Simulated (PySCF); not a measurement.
Cost of excited-state runs on `InChI=1S/C7H12BOP/c8-10(4-1-5-10)7-2-3-9-6-7/h2-3,6H,1,4-5H2,8H3`

Geometry (Å), atoms numbered from 1 in this order:
```xyz
22

B     0.174    2.651   -0.076
P     0.407    0.744   -0.041
C    -1.044   -0.304   -0.262
C    -2.166   -0.315    0.617
C    -3.064   -1.171    0.066
O    -2.591   -1.681   -1.084
C    -1.376   -1.152   -1.282
C     1.301   -0.127    1.342
C     2.007   -1.050    0.334
C     1.759   -0.189   -0.916
H     1.266    3.074    0.136
H    -0.606    2.866    0.799
H    -0.248    2.904   -1.159
H    -2.268    0.246    1.524
H    -4.038   -1.492    0.380
H    -0.852   -1.447   -2.169
H     1.990    0.563    1.830
H     0.693   -0.619    2.099
H     1.490   -2.006    0.256
H     3.058   -1.244    0.551
H     2.588    0.490   -1.116
H     1.509   -0.721   -1.831
```

PySCF with density fitting, on 1 thread of an Arm Neoverse N1, shared host. Command: `OMP_NUM_THREADS=1 python excited_run.py task.json out`

(1) How long does this run take, and how much memory?
- vibronic structure, B3LYP/def2-SV(P); full response

Answers

(1) 
| run | level | basis functions | wall time | peak memory (GiB) |
| --- | --- | --- | --- | --- |
| vibronic structure | B3LYP/def2-SV(P) | 168 | 2 min | 0.99 |

Times from a shared host are rough.
